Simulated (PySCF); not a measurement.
## A search over the determinants of RbAs

Unrestricted PBE0; basis Rb def2-SVP with ECP28, As def2-SVP; scalar-relativistic core potentials; PySCF 2.14. Outer shells of the fragments: Rb 5s1; As 3d10 4s2 4p3.

Followed along the bond (rough minima from three points):

```json
{"2Ms+1": "3", "unpaired": "π ↑↑", "⟨S²⟩ at the start": "2.04", "R at minimum (Å)": "3.30", "Te (eV)": "0.00"}
{"2Ms+1": "1", "unpaired": "π ↑↓", "⟨S²⟩ at the start": "1.01", "R at minimum (Å)": "3.28", "Te (eV)": "0.35"}
{"2Ms+1": "3", "unpaired": "σ ↑, π ↑", "⟨S²⟩ at the start": "2.01", "R at minimum (Å)": "3.10", "Te (eV)": "0.41"}
{"2Ms+1": "1", "unpaired": "σ ↓, π ↑", "⟨S²⟩ at the start": "1.01", "R at minimum (Å)": "3.11", "Te (eV)": "0.73"}
{"2Ms+1": "1", "unpaired": "none", "⟨S²⟩ at the start": "0.00", "R at minimum (Å)": "3.27", "Te (eV)": "1.36"}
```

Solutions found at the starting distance of 3.235 Å, counted from the lowest of them; the search is not exhaustive and high or unbound solutions are not listed, so other states can lie among these:

```csv
2Ms+1,unpaired,term,E (eV),⟨S²⟩,⟨Lz²⟩,μ (D)
3,π ↑↑,³Σ⁻,0.00,2.04,0.00,-8.86
1,π ↑↓,mixed,0.35,1.01,2.01,-9.26
3,"σ ↑, π ↑",³Π,0.43,2.01,1.01,-11.24
1,"σ ↓, π ↑",mixed,0.75,1.01,1.01,-11.09
1,none,mixed,1.36,0.00,2.00,-9.35
5,"σ ↑↑, π ↑↑",⁵Σ⁻,1.46,6.00,0.00,2.51
3,"σ ↑↑, π ↑↓",mixed,2.20,3.01,2.01,2.70
1,"σ ↓↓, π ↑↑",mixed,2.21,2.01,0.00,2.92
5,"σ ↑, π ↑↑↑",⁵Π,2.67,6.00,1.00,2.67
3,"σ ↑, π ↑",³Π,3.15,2.00,1.01,2.45
```

A term symbol is given only where ⟨S²⟩ and ⟨Lz²⟩ are close to those of a pure state; real π, δ and φ orbitals otherwise mix terms. A positive dipole means Rb(−)As(+).

Spin–orbit coupling is left out. Counting both spins, an empty level lies below a filled one in some of these solutions, because spin and occupation are held.
